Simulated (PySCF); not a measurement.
B(H)(Me)(OSiH3) (CH7BOSi), SMILES CBO[SiH3].

The structure is a stationary point at B3LYP-D3(BJ)/def2-SVP. This is a generated structure with no PubChem entry under its InChIKey; it may be hypothetical. The values are those of a single conformer.

Computed with TDA-CAM-B3LYP/def2-SVPD in PySCF.

Vertical excitations. Gas-phase values at a fixed geometry. State labels are in the subgroup Cs.

```
state  symmetry  energy (eV)  λ (nm)      f                                                                main pairs
-----  --------  -----------  ------  -----  ------------------------------------------------------------------------
S1           A"         6.36     195  0.002                                                          HOMO→LUMO+1 94 %
S2           A'         7.51     165  0.015                                                            HOMO→LUMO 90 %
S3           A"         8.04     154  0.003                                                          HOMO−1→LUMO 80 %
S4           A'         8.31     149  0.006   HOMO−2→LUMO 35 %, HOMO→LUMO+2 30 %, HOMO→LUMO+3 20 %, HOMO−2→LUMO+2 5 %
S5           A'         8.63     144  0.019  HOMO−2→LUMO 33 %, HOMO→LUMO+2 21 %, HOMO→LUMO+3 16 %, HOMO−1→LUMO+1 15 %
S6           A"         8.64     143  0.003                  HOMO−2→LUMO+1 62 %, HOMO→LUMO+4 19 %, HOMO−5→LUMO+1 10 %
S7           A'         8.75     142  0.078                     HOMO→LUMO+3 49 %, HOMO→LUMO+2 35 %, HOMO−2→LUMO+2 8 %
S8           A'         8.82     141  0.269                                                        HOMO−1→LUMO+1 68 %
S9           A"         8.85     140  0.005                                      HOMO→LUMO+4 66 %, HOMO−2→LUMO+1 18 %
S10          A"         9.05     137  0.101                                                        HOMO−1→LUMO+2 80 %
T1           A"         5.84     212      0                                                          HOMO→LUMO+1 92 %
T2           A'         7.23     171      0                                                            HOMO→LUMO 79 %
T3           A"         7.57     164      0                                      HOMO−1→LUMO 73 %, HOMO−1→LUMO+3 11 %
T4           A'         7.64     162      0                                    HOMO−1→LUMO+1 72 %, HOMO−6→LUMO+1 14 %
```
Triplets are in the Tamm–Dancoff approximation.
